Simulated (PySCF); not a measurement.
Ligands exchanged one at a time, B H-SH. Isolated molecules, 0 K electronic values unless said otherwise. One relaxed conformer stands for each flexible species; it need not be the lowest. Strings in code marks are SMILES.

The brightest of the four lowest singlets (TDA) from two functionals at the same geometries (B3LYP-D3(BJ)/def2-TZVP), both in PySCF: PBE-D3(BJ)/def2-TZVP and B3LYP-D3(BJ)/def2-TZVP. B3LYP has the VWN-RPA correlation part, as in Gaussian. Excitations are Tamm–Dancoff values on a coarser integration grid. The basis has no diffuse functions, so Rydberg states are missing or too high.

```csv
species,B3LYP-D3(BJ)/def2-TZVP (eV)
1 of 3 H replaced by SH (`BS`),6.50
"2 of 3 H replaced by SH (`B(S)S` (H–S–B–S torsion 0°, S–B–S–H torsion 0°))",5.92
3 of 3 H replaced by SH (`SB(S)S`),5.94
```

Q: What does PBE-D3(BJ)/def2-TZVP give for each?

A: 
- 1 of 3 H replaced by SH (`BS`): 6.38
- 2 of 3 H replaced by SH (`B(S)S` (H–S–B–S torsion 0°, S–B–S–H torsion 0°)): 5.69
- 3 of 3 H replaced by SH (`SB(S)S`): 5.63
Over these rows, drawn at random from the members with no instability flagged (it was tested for open shells, ions and some series alone), PBE minus B3LYP-D3(BJ): mean -0.22 eV, from -0.31 eV to -0.11 eV.
